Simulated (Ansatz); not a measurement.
`O[SiH]([SiH3])CCl` + `O[Si]1(Cl)CO1` → `[SiH3]O[Si]1(Cl)CO1` + `O[SiH2]CCl`  (cleavage of the Si–Si bond)

Calculated with Ansatz (gas phase, PBE0-D4/def2-TZVP geometries, no zero-point term in ΔE). CBS: MP2 limit from def2 TZ/QZ plus the TZ coupled-cluster correction, frozen cores. Functionals use def2-TZVPP. One conformer a species, not always the lowest.

```tsv
level	ΔE (kJ/mol)
r2SCAN-D4	-99.0
PBE0-D4	-88.5
r2SCAN	-99.1
CCSD/def2-TZVPP	-110.9
CCSD(T)/def2-TZVPP	-106.7
MP2/def2-QZVPP	-115.3
HF/CBS(def2)	-140.0
CCSD/CBS(def2)	-111.8
```

Task: What does CCSD(T)/CBS give? (Best estimate.)

Result: Ansatz gave: -107.6 kJ/mol. The listed levels differ from it by 8.6, 19.1, 8.5, -3.3, 0.9, -7.7, -32.4, -4.2 kJ/mol.

Largest T1 diagnostic among the species: 0.012.

In def2-TZVPP, CCSD(T) changes the Hartree–Fock value by +29.9 kJ/mol (the triples alone add +4.2 kJ/mol) and MP2 by +22.9 kJ/mol. From PBE to PBE0 (25 % exact exchange), in def2-TZVPP and without D4, ΔE moves by −9.7 kJ/mol.
